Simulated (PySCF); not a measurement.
# BeZn: energy against distance

Set-up: PySCF, spin-free X2C with a Gaussian nucleus, basis sets Be x2c-SVPall, Zn x2c-SVPall. Energies in eV from Be + Zn in their ground configurations at the same level. State: ¹Σ⁺ (singlet), closed shell.

```
R (Å)  CAM-B3LYP      PBE     PBE0
2.501     0.1514  -0.1433  -0.0496
2.617     0.0913  -0.1766  -0.0957
2.733     0.0527  -0.1879  -0.1182
2.821     0.0333  -0.1870  -0.1249
2.908     0.0196  -0.1809  -0.1257
2.995     0.0101  -0.1714  -0.1225
3.112     0.0018  -0.1556  -0.1143
3.257    -0.0039  -0.1340  -0.1008
3.431    -0.0066  -0.1087  -0.0834
3.664    -0.0069  -0.0793  -0.0619
```

Q: Put a parabola through the three lowest points of the CAM-B3LYP curve and estimate Re, k and ωe (reduced mass 7.899 u; 1 eV/Å² = 0.16022 mdyn/Å; ωe = 1302.8·√(k/μ) cm⁻¹).

A: Through R = 3.257, 3.431, 3.664 Å the second-order coefficient is 0.0350 eV/Å², so Re ≈ 3.566 Å, k ≈ 0.0112 mdyn/Å and ωe ≈ 49 cm⁻¹. A polynomial fit of higher order to the unrounded CAM-B3LYP energies gives Re = 3.565 Å, k = 0.00646 mdyn/Å, ωe = 37.2 cm⁻¹; anharmonicity and rounding make the difference.

The higher-order fit for each curve: CAM-B3LYP: Re = 3.565 Å, ωe = 37.2 cm⁻¹, De = 0.007 eV; PBE: Re = 2.764 Å, ωe = 174 cm⁻¹, De = 0.188 eV; PBE0: Re = 2.878 Å, ωe = 144 cm⁻¹, De = 0.126 eV.

Closed-shell solutions of metal pairs were not tested for spin polarisation, which can lower them a little. The bond is weak. Basis-set superposition, not corrected here, can be much of De in a small basis, most of all at correlated wavefunction levels. Functionals without a dispersion term scatter widely for such bonds, and LDA overbinds them.
